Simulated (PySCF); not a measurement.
# Exercise with solution: entropy of an ideal gas

B(AsH2)2(H) (As2BH5), SMILES [AsH2]B[AsH2].

Coordinates come from a PBE-D3(BJ)/def2-SVP optimisation. The structure was generated by enumeration, and PubChem lists no compound with its InChIKey, so it may never have been made.

PBE-D3(BJ)/def2-SVP (PySCF) gives the harmonic wavenumbers 116, 188, 216, 391, 475, 499, 582, 681, 741, 744, 940, 955, 981, 2142, 2144, 2166, 2169, 2566 cm⁻¹ and the rotational temperatures 1.1179, 0.0497, 0.0483 K. The molar mass is 165.69 g/mol, the symmetry number 2, the spin multiplicity 1.

Task: Work out the entropy at 298.15 K and 1 atm in the rigid-rotor, harmonic-oscillator model.

Result: 
Translation (Sackur–Tetrode at 1 atm): S = R[1.5 ln M + 2.5 ln T − 1.16487] = 172.5 J/(mol K).
Rotation: q = (√π/σ) T^1.5/√(θA θB θC) = 88100, S = R[ln q + 3/2] = 107.1 J/(mol K).
Vibration: with u = 1.4388 ν/T, each mode gives R[u/(e^u − 1) − ln(1 − e^−u)]:
```tsv
ν (cm⁻¹)	modes	u	S (J/(mol K))
116	1	0.56	13.25
188	1	0.91	9.40
216	1	1.04	8.34
391	1	1.89	4.17
475	1	2.29	3.03
499	1	2.41	2.76
582	1	2.81	2.02
681	1	3.29	1.38
741	1	3.58	1.09
744	1	3.59	1.08
940	1	4.54	0.50
955	1	4.61	0.47
981	1	4.73	0.42
```
The stiffer modes add less than 0.005 each. Sum 47.9 J/(mol K).
Spin: R ln 1 = 0.0 J/(mol K).
Total 327.5 J/(mol K); the program's own thermochemistry gives 327.5. Translation makes up 53 % and vibration 15 %. Anharmonicity, hindered rotation and orbital degeneracy are left out.
